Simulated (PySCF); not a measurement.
## Electron correlation in Cd (cadmium, neutral)

[Kr] 4d9 5s2 5p1, one real determinant (an excited configuration). All numbers are calculated (PySCF 2.14, scalar relativity through the core potential, in aug-cc-pVTZ-PP with ECP28MDF (6s6p5d3f2g, 88 functions)). Frozen: 4s2 4p6; 12 electrons correlated.

| level | correlation energy (mhartree) |
| --- | --- |
| CCSD | -393.58 |
| (T) | -16.40 |
| CCSD(T) | -409.98 |

Diagnostics: T1 = 0.017, D1 = 0.0592, largest double amplitude 0.097.

The real determinant used has ⟨L²⟩ near 8 against 12 for a pure F term, so it mixes terms.

Cost of the coupled-cluster step: about 4 core-minutes, for 12 correlated electrons.

The reference is one real determinant that mixes LS terms of this configuration.
